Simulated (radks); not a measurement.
Task: Ar+, 17 electrons, occupied as [Ne] 3s1 3p6 (not the ground configuration). Method: Dirac Kohn-Sham, PBE, spin-unpolarised, spherical densities, finite nucleus; Fermi nuclear charge, rms radius 3.4274 fm; computed with a radial shooting solver on a logarithmic mesh with Libxc functionals.

Spin-orbit splittings of the eigenvalues, e(l+1/2) - e(l-1/2), with zeta = 2 splitting/(2l+1) and mean radii in bohr:

| shell | occ. | splitting (eV) | zeta (eV) | <r> j=l-1/2 | <r> j=l+1/2 |
|---|---|---|---|---|---|
| 2p | 6 | ? | ? | 0.3748 | 0.3772 |
| 3p | 6 | 0.2019 | 0.1346 | 1.536 | 1.544 |

Estimate the 2p splitting.

Result: 2.236 eV (zeta = 1.491 eV).
